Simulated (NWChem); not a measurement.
PbCl₂, singlet; SMILES [Cl][Pb][Cl]

Results from NWChem. Low-valent species are run as closed-shell singlets; no triplet was tried in these runs. All runs use the structure optimised with PBE0/def2-SVP. def2 effective core potentials on Pb; no spin-orbit coupling. Vertical excitations in the gas phase; the lowest state need not have the same character in each row.

For level CAM-B3LYP/def2-SVP, TDA:

| Property | Value |
|---|---|
| lowest excitation, singlet (eV) | 3.79 |
| lowest state with f > 0.02, singlet (eV) | 4.64 |
| orbital gap (eV) | 6.96 |

Problem. What are these values for level PBE/def2-SVP, TDA?

Solution. 
| Property | Value |
|---|---|
| lowest excitation, singlet (eV) | 3.25 |
| lowest state with f > 0.02, singlet (eV) | 3.96 |
| orbital gap (eV) | 3.13 |
